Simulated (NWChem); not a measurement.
C$_{2}$H$_{4}$BFN$_{2}$; SMILES NB1C=N[C@H]1F

```xyz
10

N      0.8302     1.8905    -0.0759
B     -0.0077     0.8148     0.1771
C     -1.4742     0.3779    -0.1222
N     -1.1946    -0.8960    -0.1234
C      0.1800    -0.7532     0.4645
F      1.1445    -1.4442    -0.2491
H      1.8337     1.8353     0.0392
H      0.5093     2.7771    -0.4415
H     -2.4677     0.7444    -0.3868
H      0.1784    -1.1429     1.4881
```
Atoms are numbered in this order, from 1.

Computed with NWChem. Structure relaxed at the B3LYP/6-31G* (spherical d) level. Ions are spin-unrestricted doublets at the neutral geometry; other ion states weren't tried.

For level M06-2X/def2-SVP:

| Property | Result |
|---|---|
| vertical ionisation energy, ΔSCF (eV) | 9.57 |
| −ε(HOMO) (eV) | 8.53 |

Q: How do the values read with level r2SCAN/def2-SVP instead?

A: The vertical ionisation energy, ΔSCF (eV) is 9.18 and the −ε(HOMO) (eV) is 5.92.
